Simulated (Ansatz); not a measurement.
Ansatz results at the PBE0-D4/def2-TZVP geometry: LUMO energy (B3LYP/def2-TZVPP) -1.36 eV; size of the dipole moment (PBE/def2-TZVPP) 3.63 D; size of the dipole moment (B3LYP/def2-TZVPP) 3.73 D.

Each molecule was computed in one conformer, which needn't be the lowest.

(1) Which molecule gave them?
A. `NB(F)[O][GeH3]`
B. `BN[SiH2]O`
C. `[NH2][GeH2][O]BF`
D. `N[BH][GeH]([OH])[F]`

Answers

(1) D. The others give `BN[SiH2]O`: -0.50, 0.93, 0.83; `[NH2][GeH2][O]BF`: 0.02, 2.43, 2.46; `NB(F)[O][GeH3]`: -0.03, 0.89, 0.84.

B3LYP here is the variant with VWN-RPA as its local correlation; programs differ in this.
